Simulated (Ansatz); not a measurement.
The cluster La₇⁺, relaxed as a triplet with UKS PBE-D4/def2-SVP in Ansatz, starting from the PBE-D4/def2-SVP geometry of the charge +1 singlet. Force threshold 0.02 eV/Å.

In the def2 sets La takes a core potential; there is no spin–orbit coupling. The charge 1 triplet is spin-contaminated (final ⟨S²⟩ up to 3.38, 2.00 for a pure state). The structure comes from a short search, and lower isomers may exist.

Start:

```xyz
7

La   -1.8187    0.8117    1.1951
La   -0.4724   -2.2705   -0.0461
La    0.6150    2.7695   -1.0117
La    1.6430    0.2534    1.1405
La   -0.3274   -1.4533    3.2700
La   -1.5939    0.2291   -2.2834
La    1.9545   -0.3399   -2.2643
```

```csv
step,energy (eV),largest force component (eV/Å),SCF passes
1,-6011.8893,0.476,199
2,-6012.0229,0.113,67
3,-6012.0351,0.042,60
4,-6012.0356,0.012,56
```

Force components are those of the run's own axes.

End:

```xyz
7

La   -1.7011    0.8643    1.1428
La   -0.3765   -2.1903   -0.0855
La    0.5116    2.6914   -1.0050
La    1.7912    0.2568    1.2927
La   -0.4010   -1.4909    3.2750
La   -1.6627    0.2388   -2.3850
La    1.8384   -0.3702   -2.2350
```

By distances, no bond broke or formed. The bond that changes most is La4–La6, from 4.71 to 5.05 Å (atoms count from 1).

No frequencies were taken in this run, so the end may be a saddle point.

It took 1.9 min on 4 threads of Intel Xeon Platinum 8259CL on a shared host, peak host memory 0.88 GiB.
